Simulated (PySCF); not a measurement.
Cl2O2W, triplet (typed; the unrestricted solution is spin-contaminated), geometry from GFN2-xTB (such geometries of metal compounds can be far from the true shape) (the multiplicity is a formal guess) (core potentials on W), with bond 3-1 at 1.8 times its length; HF/def2-SV(P) run with PySCF.

PySCF was given this input:
```python
from pyscf import gto, scf

mol = gto.Mole()
mol.atom = '''
    W     0.37433821   -0.07415431    0.12270466
    O     1.49271735   -0.62827810   -1.01392940
    O     1.04729600    0.39117899    3.04910549
    Cl   -0.97950147    1.60541944   -0.73627097
    Cl   -1.70452181   -1.07372945   -0.14352742
'''
mol.basis = 'def2-sv(p)'
mol.ecp = {'W': 'def2-sv(p)'}
mol.spin = 2
mol.verbose = 4
mol.build()

mf = scf.UHF(mol)
mf.kernel()
mo_i, mo_e, stable_i, stable_e = mf.stability(internal=True, external=True, return_status=True, nroots=6, tol=1e-6)
print('internally stable:', stable_i, ' externally stable:', stable_e)
if not stable_i:
    umf = mf.copy()
    umf.scf_summary = {}
    umf.kernel(umf.make_rdm1(mo_i, mf.mo_occ))
```

Output, abridged:

```
PySCF version 2.14.0

[INPUT] verbose = 4
[INPUT] num. atoms = 5
[INPUT] num. electrons = 64
[INPUT] charge = 0
[INPUT] spin (= nelec alpha-beta = 2S) = 2
[INPUT] symmetry False subgroup None
[INPUT] Mole.unit = angstrom
[INPUT] Symbol           X                Y                Z      unit          X                Y                Z       unit  Magmom
[INPUT]  1 W      0.374338210000  -0.074154310000   0.122704660000 AA    0.707396694860  -0.140131336856   0.231878201608 Bohr   0.0
[INPUT]  2 O      1.492717350000  -0.628278100000  -1.013929400000 AA    2.820826972887  -1.187273539062  -1.916048875645 Bohr   0.0
[INPUT]  3 O      1.047296000000   0.391178990000   3.049105490000 AA    1.979102611352   0.739221156784   5.761974301008 Bohr   0.0
[INPUT]  4 Cl    -0.979501470000   1.605419440000  -0.736270970000 AA   -1.850989516909   3.033803056653  -1.391350486768 Bohr   0.0
[INPUT]  5 Cl    -1.704521810000  -1.073729450000  -0.143527420000 AA   -3.221079394248  -2.029054592380  -0.271227515165 Bohr   0.0

nuclear repulsion = 300.324862866095
number of shells = 39
number of NR pGTOs = 170
number of NR cGTOs = 89
basis = def2-sv(p)
ecp = {'W': 'def2-sv(p)'}

******** <class 'pyscf.scf.uhf.UHF'> ********
method = UHF
initial guess = minao
damping factor = 0
level_shift factor = 0
DIIS = <class 'pyscf.scf.diis.CDIIS'>
diis_start_cycle = 1
diis_space = 8
diis_damp = 0
SCF conv_tol = 1e-09
SCF conv_tol_grad = None
SCF max_cycles = 50
direct_scf = True
direct_scf_tol = 1e-13
number electrons alpha = 33  beta = 31
Set gradient conv threshold to 3.16228e-05
init E= -1121.16827588601

cycle= 1 E= -1134.21164741203  delta_E=  -13  |g|= 0.867  |ddm|= 5.31
cycle= 2 E= -1133.23129060814  delta_E= 0.98  |g|= 1.73  |ddm|= 2.15
cycle= 3 E= -1134.53451225164  delta_E= -1.3  |g|= 0.142  |ddm|= 1.52
cycle= 4 E= -1134.5503718869  delta_E= -0.0159  |g|= 0.0831  |ddm|= 0.247
cycle= 5 E= -1134.55594435459  delta_E= -0.00557  |g|= 0.0384  |ddm|= 0.0943
cycle= 6 E= -1134.56155055703  delta_E= -0.00561  |g|= 0.0431  |ddm|= 0.13
cycle= 7 E= -1134.56464749526  delta_E= -0.0031  |g|= 0.0449  |ddm|= 0.0642
cycle= 8 E= -1134.55569713057  delta_E= 0.00895  |g|= 0.0387  |ddm|= 0.215
cycle= 9 E= -1134.55237016963  delta_E= 0.00333  |g|= 0.0342  |ddm|= 0.207
cycle= 10 E= -1134.55372809282  delta_E= -0.00136  |g|= 0.0129  |ddm|= 0.0757
cycle= 11 E= -1134.55426721308  delta_E= -0.000539  |g|= 0.0128  |ddm|= 0.0613
cycle= 12 E= -1134.55474170166  delta_E= -0.000474  |g|= 0.00782  |ddm|= 0.0484
cycle= 13 E= -1134.55501208218  delta_E= -0.00027  |g|= 0.00651  |ddm|= 0.0291
cycle= 14 E= -1134.55542797284  delta_E= -0.000416  |g|= 0.00453  |ddm|= 0.0573
cycle= 15 E= -1134.55568685044  delta_E= -0.000259  |g|= 0.00415  |ddm|= 0.0584
cycle= 16 E= -1134.55575304894  delta_E= -6.62e-05  |g|= 0.00224  |ddm|= 0.02
cycle= 17 E= -1134.55579934323  delta_E= -4.63e-05  |g|= 0.00173  |ddm|= 0.0204
cycle= 18 E= -1134.55582289766  delta_E= -2.36e-05  |g|= 0.00109  |ddm|= 0.0164
cycle= 19 E= -1134.55583146123  delta_E= -8.56e-06  |g|= 0.00103  |ddm|= 0.00793
cycle= 20 E= -1134.55583330341  delta_E= -1.84e-06  |g|= 0.0011  |ddm|= 0.00164
cycle= 21 E= -1134.55583025925  delta_E= 3.04e-06  |g|= 0.00104  |ddm|= 0.00306
cycle= 22 E= -1134.55582837159  delta_E= 1.89e-06  |g|= 0.000703  |ddm|= 0.00436
cycle= 23 E= -1134.55582904562  delta_E= -6.74e-07  |g|= 0.000532  |ddm|= 0.00305
cycle= 24 E= -1134.55583073852  delta_E= -1.69e-06  |g|= 0.00041  |ddm|= 0.00332
cycle= 25 E= -1134.55583186474  delta_E= -1.13e-06  |g|= 0.000353  |ddm|= 0.00254
cycle= 26 E= -1134.55583272256  delta_E= -8.58e-07  |g|= 0.000234  |ddm|= 0.00257
cycle= 27 E= -1134.5558331888  delta_E= -4.66e-07  |g|= 0.000179  |ddm|= 0.00178
cycle= 28 E= -1134.55583348413  delta_E= -2.95e-07  |g|= 0.000132  |ddm|= 0.00154
cycle= 29 E= -1134.55583364797  delta_E= -1.64e-07  |g|= 0.000104  |ddm|= 0.00113
cycle= 30 E= -1134.55583374275  delta_E= -9.48e-08  |g|= 9.95e-05  |ddm|= 0.000843
cycle= 31 E= -1134.55583376148  delta_E= -1.87e-08  |g|= 9.36e-05  |ddm|= 0.000199
cycle= 32 E= -1134.5558337871  delta_E= -2.56e-08  |g|= 9.98e-05  |ddm|= 0.000216
cycle= 33 E= -1134.55583375417  delta_E= 3.29e-08  |g|= 7.53e-05  |ddm|= 0.000464
cycle= 34 E= -1134.555833772  delta_E= -1.78e-08  |g|= 6.5e-05  |ddm|= 0.000395
cycle= 35 E= -1134.55583377319  delta_E= -1.19e-09  |g|= 4.92e-05  |ddm|= 0.000357
cycle= 36 E= -1134.55583378587  delta_E= -1.27e-08  |g|= 3.8e-05  |ddm|= 0.00028
cycle= 37 E= -1134.5558337937  delta_E= -7.84e-09  |g|= 3e-05  |ddm|= 0.000215
cycle= 38 E= -1134.55583379922  delta_E= -5.52e-09  |g|= 2.45e-05  |ddm|= 0.000183
cycle= 39 E= -1134.55583380397  delta_E= -4.75e-09  |g|= 1.91e-05  |ddm|= 0.000173
cycle= 40 E= -1134.55583380766  delta_E= -3.69e-09  |g|= 1.51e-05  |ddm|= 0.000174
cycle= 41 E= -1134.55583381016  delta_E= -2.51e-09  |g|= 9.39e-06  |ddm|= 0.000176
cycle= 42 E= -1134.55583381099  delta_E= -8.28e-10  |g|= 6.37e-06  |ddm|= 0.000124
Extra cycle  E= -1134.55583381112  delta_E= -1.32e-10  |g|= 6.8e-06  |ddm|= 1.7e-05
converged SCF energy = -1134.55583381112  <S^2> = 2.1610908  2S+1 = 3.1055375
uhf_internal: lowest eigs of H = [-0.22812513 -0.00041472  0.06364763  0.06609422  0.07405055  0.07634181]
<class 'pyscf.scf.uhf.UHF'> wavefunction has an internal instability
uhf_real2complex: lowest eigs of H = [0.00912496 0.03219959 0.05660346 0.06595693 0.07213389 0.09003764]
<class 'pyscf.scf.uhf.UHF'> wavefunction is stable in the real -> complex stability analysis
uhf_external: lowest eigs of H = [-1.22765950e-01 -2.51238845e-03  3.12504581e-07  2.30070260e-03
  3.95061429e-03  3.99176047e-02]
<class 'pyscf.scf.uhf.UHF'> wavefunction has an UHF/UKS -> GHF/GKS instability
internally stable: False  externally stable: False

******** <class 'pyscf.scf.uhf.UHF'> ********
method = UHF
initial guess = minao
damping factor = 0
level_shift factor = 0
DIIS = <class 'pyscf.scf.diis.CDIIS'>
diis_start_cycle = 1
diis_space = 8
diis_damp = 0
SCF conv_tol = 1e-09
SCF conv_tol_grad = None
SCF max_cycles = 50
direct_scf = True
direct_scf_tol = 1e-13
number electrons alpha = 33  beta = 31
Set gradient conv threshold to 3.16228e-05
init E= -1134.52394564412
cycle= 1 E= -1134.58051133084  delta_E= -0.0566  |g|= 0.103  |ddm|= 0.407
cycle= 2 E= -1134.58842444889  delta_E= -0.00791  |g|= 0.0797  |ddm|= 0.224
cycle= 3 E= -1134.59168051784  delta_E= -0.00326  |g|= 0.0317  |ddm|= 0.0934
cycle= 4 E= -1134.59261429542  delta_E= -0.000934  |g|= 0.0163  |ddm|= 0.0486
cycle= 5 E= -1134.59322643374  delta_E= -0.000612  |g|= 0.00814  |ddm|= 0.0657
cycle= 6 E= -1134.59338691322  delta_E= -0.00016  |g|= 0.00437  |ddm|= 0.0324
cycle= 7 E= -1134.59347244357  delta_E= -8.55e-05  |g|= 0.00231  |ddm|= 0.0308
cycle= 8 E= -1134.59350311541  delta_E= -3.07e-05  |g|= 0.00138  |ddm|= 0.02
cycle= 9 E= -1134.59351118671  delta_E= -8.07e-06  |g|= 0.00114  |ddm|= 0.00605
cycle= 10 E= -1134.59352077852  delta_E= -9.59e-06  |g|= 0.00098  |ddm|= 0.00708
cycle= 11 E= -1134.59352957367  delta_E= -8.8e-06  |g|= 0.000864  |ddm|= 0.00708
cycle= 12 E= -1134.59353690793  delta_E= -7.33e-06  |g|= 0.000787  |ddm|= 0.00616
cycle= 13 E= -1134.59354381214  delta_E= -6.9e-06  |g|= 0.000746  |ddm|= 0.00581
cycle= 14 E= -1134.59354869006  delta_E= -4.88e-06  |g|= 0.000698  |ddm|= 0.00421
cycle= 15 E= -1134.59355824761  delta_E= -9.56e-06  |g|= 0.000627  |ddm|= 0.00909
cycle= 16 E= -1134.59356802673  delta_E= -9.78e-06  |g|= 0.00054  |ddm|= 0.0111
cycle= 17 E= -1134.59357454205  delta_E= -6.52e-06  |g|= 0.000473  |ddm|= 0.00891
cycle= 18 E= -1134.59358251584  delta_E= -7.97e-06  |g|= 0.000381  |ddm|= 0.0142
cycle= 19 E= -1134.59358529301  delta_E= -2.78e-06  |g|= 0.000345  |ddm|= 0.00627
cycle= 20 E= -1134.59358690806  delta_E= -1.62e-06  |g|= 0.00032  |ddm|= 0.00371
cycle= 21 E= -1134.59358977455  delta_E= -2.87e-06  |g|= 0.00025  |ddm|= 0.00728
cycle= 22 E= -1134.59359202003  delta_E= -2.25e-06  |g|= 0.000164  |ddm|= 0.00819
cycle= 23 E= -1134.59359275964  delta_E= -7.4e-07  |g|= 0.000142  |ddm|= 0.00517
cycle= 24 E= -1134.59359300932  delta_E= -2.5e-07  |g|= 8.28e-05  |ddm|= 0.0026
cycle= 25 E= -1134.5935931163  delta_E= -1.07e-07  |g|= 4.46e-05  |ddm|= 0.00224
cycle= 26 E= -1134.59359313384  delta_E= -1.75e-08  |g|= 2.39e-05  |ddm|= 0.000788
cycle= 27 E= -1134.5935931367  delta_E= -2.86e-09  |g|= 1.6e-05  |ddm|= 0.0002
cycle= 28 E= -1134.593593138  delta_E= -1.3e-09  |g|= 9.83e-06  |ddm|= 8.67e-05
cycle= 29 E= -1134.59359313869  delta_E= -6.89e-10  |g|= 6.87e-06  |ddm|= 6.28e-05
Extra cycle  E= -1134.59359313882  delta_E= -1.35e-10  |g|= 6.37e-06  |ddm|= 1.43e-05
converged SCF energy = -1134.59359313882  <S^2> = 3.0449687  2S+1 = 3.6304098
```
